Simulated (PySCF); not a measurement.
# Structure from NMR data

The spectra below were simulated for a compound C₃H₉B.

1H NMR (400 MHz, computed): δ 7.79 (br, 2H), 1.62 (m, 2H), 1.61 (m, 2H), 1.02 (m, 3H).

13C{1H} NMR (computed): δ 38.6 (CH2), 24.3 (CH2), 19.0 (CH3).

PySCF calculation with NMR shieldings at PBE0/pcSseg-1/GIAO, structure optimised with PBE0-D3(BJ)/def2-SVP and J: B3LYP/pcJ-1 (spin–dipole term only in couplings to heteroatoms); rapidly exchanging positions averaged, non-relativistic Hamiltonian, no solvent model, one computed conformer.

Chemical shifts δ = σref − σ; TMS for 1H (σ = 31.27 ppm), 13C (σ = 184.41 ppm), all at this level.

Which candidate is it?
A. CB(C)C
B. BCCC
C. BC(C)C
D. CBCC

Answers

B. 

1. 3 carbon signals for 3 carbons: no two carbons are equivalent.
2. Carbon types of the structure: 2 × CH2, 1 × CH3, leaving 2 H on heteroatoms.
3. δC 24.3: sp3 CH2; saturated and bonded to C and H only.
4. δC 19.0: methyl carbon; saturated and bonded to C and H only.
5. δH 7.79: hydrogen on a boron bonded to C.
6. δH 1.62: hydrogen on an sp3 CH2 bonded to B.
7. δH 1.02: hydrogen on a methyl carbon; far from electronegative atoms and π systems.

The others: BC(C)C would give 2 carbon signals, not 3; CBCC has carbons computed at 26.6, 13.4, 10.0, with a different DEPT pattern; CB(C)C would give 1 carbon signal, not 3.

Hydrogens on boron are broadened and split by 11B (spin 3/2, 80 %) and 10B (spin 3). A carbon bonded to boron is broadened by the quadrupolar boron nucleus and is often missing from a measured spectrum. Multiplet labels drop couplings under 1 Hz and merge nearly equal ones. Unscaled 3J(H,H) at this level run about 10 % above measured values. Shifts are as computed. Against solution values, carbons near 30 ppm lie about +2 ppm off and those near 130 ppm about +5 ppm. Of 1211 compounds with measured shifts, 218 miss one by over three times the rms of a fit or turn the order of signals round; such compounds aren't used in these exercises. Chain 3J(H,H) values assume equally populated staggered rotamers: (2 J gauche + J anti)/3. Only one conformer was computed, so three-bond couplings in flexible chains and rings are approximate.
